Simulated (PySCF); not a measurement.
## Broadened absorption spectrum of C7H3N3

Compound: C₇H₃N₃.
Geometry (GFN2-xTB, Å), atoms numbered from 1 in this order:
```
atom  x, y, z in Å
C1     3.0770    0.8707    0.4454
C2     1.8828    0.8525    0.2948
C3     0.4966    0.8236    0.1168
C4    -0.1640   -0.2757   -0.3208
C5     0.5300   -1.4709   -0.6236
N6     1.0420   -2.4635   -0.8812
C7    -1.6285   -0.3153   -0.5124
N8    -2.3293   -1.2883   -0.9162
C9    -2.3178    0.9022   -0.1966
N10   -2.8445    1.8842    0.0623
H11    4.1178    0.8909    0.5792
H12   -0.0473    1.7323    0.3461
H13   -1.8192   -2.1420   -1.1340
```

Computed with TDDFT wB97X-D/def2-SVPD, vertical, gas phase, core orbitals frozen in the response (PySCF 2.14.0, density-fitted response routines).

Each state is given a Gaussian of 0.5 eV full width at half maximum, with ε(max) = 2.175×10⁸ f / Δν̃ (Δν̃ the width in cm⁻¹). The cross-section is σ = 3.8235×10⁻²¹ ε cm², given in Mb (10⁻¹⁸ cm²). The width is an assumption, not a result. The curve ends short of the highest state used, and states not computed would add to its high-energy end.

E (eV), σ (Mb) and a bar:
```
     3.49       0.00 
     3.54       0.00 
     3.59       0.00 
     3.65       0.01 
     3.70       0.02 
     3.75       0.04 
     3.81       0.11 
     3.86       0.24 
     3.91       0.49 
     3.97       1.13 
     4.02       2.17 #
     4.07       3.98 #
     4.13       7.73 ##
     4.18      12.71 ####
     4.23      19.83 ######
     4.28      29.34 #########
     4.34      43.70 #############
     4.39      57.37 #################
     4.44      71.29 ######################
     4.50      86.03 ##########################
     4.55      94.68 #############################
     4.60      98.60 ##############################
     4.66      96.23 #############################
     4.71      88.72 ###########################
     4.76      77.39 ########################
     4.82      61.05 ###################
     4.87      47.14 ##############
     4.92      34.44 ##########
     4.97      23.80 #######
     5.03      14.20 ####
     5.08       8.69 ###
     5.13       5.03 ##
     5.19       2.43 #
     5.24       1.25 
     5.29       0.62 
     5.35       0.28 
     5.40       0.18 
     5.45       0.20 
     5.50       0.32 
     5.56       0.59 
     5.61       0.98 
     5.66       1.56 
     5.72       2.58 #
     5.77       3.76 #
```

(1) Where are the band maxima, and which computed states make them?

(2) Coming from long wavelengths, where does ε first pass 100 L mol⁻¹ cm⁻¹?

(3) On this curve, what absorbance would a 10⁻⁵ mol/L sample give at 222 nm over a 1 cm path?

Answers

(1) 269 nm (4.61 eV), ε about 26000, made up of S3 (100%) (ε in L mol⁻¹ cm⁻¹; maxima over ε = 5, shares over 10%). At its high-energy end, 5.77 eV, the curve is still rising (ε about 980, from S4 and S6). The states used: S1 4.24 eV (f 0.0011); S2 4.54 eV (f 0.0004); S3 4.61 eV (f 0.478); S4 6.00 eV (f 0.019); S5 6.00 eV (f 0.0006); S6 6.22 eV (f 0.072); S7 6.36 eV (f 0.0003); S8 6.37 eV (f 0.0003).

(2) At about 318 nm (3.89 eV), 0.35 eV below S1.

(3) 222 nm is 5.585 eV, where ε is about 200 L mol⁻¹ cm⁻¹, so A = ε c l ≈ 0.002 (Beer–Lambert, with the gas-phase spectrum and the assumed width).

One conformer stands for the species.
